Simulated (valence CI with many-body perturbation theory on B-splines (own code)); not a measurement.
**Forbidden lines of Co12+**

Level of theory: valence CI with perturbative core correlation (CI+MBPT): five valence electrons over a frozen Dirac-Fock core [Ne], a basis of 9 s, 9 p, 8 d, 6 f, 3 g, 1 h functions for each j, with the one-electron correlation potential Σ1 (screened to all orders), the two-electron term Σ2, the three-electron term Σ3, Breit, model QED; selected single and double excitations, second order for the rest, scaled by the run's own slope (own B-spline code, finite nucleus).

No measured spectrum was set against this ion. As an estimate, levels of excited configurations hold to 0.05 to 0.15 % of their energy, terms of the ground configuration to about 0.5 %. Among the levels kept, up to 630 cm⁻¹ of a level comes from second order outside the variational space, and about a tenth of that is noise between levels of different J, which matters for small intervals.

Lines 1 to 19 of 19 in falling wavelength, among levels below 87.200 eV, chosen from the decays that carry over 1 % of a level's rate. Wavelengths and rates use the calculated energies, so an error of 200 cm⁻¹ moves a line at 278.5 nm by 0.56 % and its rate by three times that or more. Electric multipoles are in the length gauge, E1 and E2 with the static RPA response of the core. S is in atomic units (e²a₀⁴ for E2 and M2, e²a₀⁶ for E3), for M1 in squared Bohr magnetons. Weak lines are less certain than strong ones. Lines between different terms over intervals too small for the method are left out, as are lines whose strength nearly cancels.

Names give the largest LS component (configuration and term), which can be under half, so a name can repeat, a term be missing and a line seem to break the LS rules; names also repeat where a configuration has a term twice. Letters in brackets count levels of one name in rising energy.

```tsv
λ vac (nm)	Upper	Lower	Type	A (s⁻¹)	S (a.u.)
1658	3s2 3p3 2D°_5/2	3s2 3p3 2D°_3/2	M1	2.04e+00	2.06e+00
1196	3s2 3p2 3d 4F_9/2	3s2 3p2 3d 4F_7/2	M1	1.47e+01	9.32e+00
278.5	3s2 3p3 2P°_1/2	3s2 3p3 2D°_3/2	M1	1.07e+02	1.72e-01
273.5	3s2 3p2 3d 2G_9/2	3s2 3p2 3d 4D_7/2	M1	1.35e+01	1.02e-01
259.4	3s2 3p3 2P°_3/2	3s2 3p3 2D°_5/2	M1	1.30e+02	3.38e-01
227.7	3s2 3p3 2D°_3/2	3s2 3p3 4S°_3/2	M1	1.02e+02	1.79e-01
224.3	3s2 3p3 2P°_3/2	3s2 3p3 2D°_3/2	M1	3.49e+02	5.84e-01
200.2	3s2 3p3 2D°_5/2	3s2 3p3 4S°_3/2	M1	4.62e+00	8.24e-03
200.2	3s2 3p3 2D°_5/2	3s2 3p3 4S°_3/2	E2	1.64e-01	2.83e-02
181.7	3s2 3p2 3d 2G_9/2	3s2 3p2 3d 2F_7/2 [a]	M1	8.60e+00	1.91e-02
172.4	3s2 3p2 3d 2G_9/2	3s2 3p2 3d 4F_9/2	M1	1.89e+02	3.60e-01
150.7	3s2 3p2 3d 2G_9/2	3s2 3p2 3d 4F_7/2	M1	1.07e+02	1.36e-01
125.3	3s2 3p3 2P°_1/2	3s2 3p3 4S°_3/2	M1	3.13e+02	4.56e-02
113.0	3s2 3p3 2P°_3/2	3s2 3p3 4S°_3/2	M1	5.25e+02	1.12e-01
60.31	3s2 3p2 3d 2G_9/2	3s 3p4 2D_5/2	E2	1.81e+01	1.29e-02
55.22	3s2 3p2 3d 4F_9/2	3s 3p4 4P_5/2	E2	6.29e+01	2.89e-02
41.82	3s2 3p2 3d 2G_9/2	3s 3p4 4P_5/2	E2	1.45e+01	1.65e-03
23.46	3s2 3p2 3d 4F_9/2	3s2 3p3 2D°_5/2	M2	4.90e+01	3.11e-04
20.65	3s2 3p2 3d 2G_9/2	3s2 3p3 2D°_5/2	M2	6.10e+00	2.05e-05
```
